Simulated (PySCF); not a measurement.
## How methods differ on the excitation energy of Tc

Tc [Kr] 4d5 5s2 (6S) → Tc [Kr] 4d5 5s1 5p1 (8P), as a difference of total energies. All numbers are calculated (PySCF 2.14, the spin-free X2C one-electron Hamiltonian (Gaussian nucleus), in aug-cc-pVTZ-DK (9s8p6d3f2g, 102 functions)). Correlated levels: valence: [Kr] frozen. The calculations carry no spin-orbit coupling.

| method | excitation energy (eV) | error (eV) |
| --- | --- | --- |
| UHF | 0.780 | -1.332 |
| LDA | 2.286 | +0.174 |
| PBE | 1.993 | -0.119 |
| PBE0 | 1.806 | -0.306 |
| r2SCAN | 1.619 | -0.493 |
| TPSSh | 1.878 | -0.234 |
| B97-3 | 2.582 | +0.470 |
| MN15 | 2.280 | +0.168 |
| MP2 (valence) | 1.806 | -0.306 |
| SCS-MP2 (valence) | 2.200 | +0.088 |

Reference: 2.112 eV (measured; NIST levels, between the centres of gravity of the two terms).

Errors of the correlated levels include the incompleteness of this basis and the frozen core.
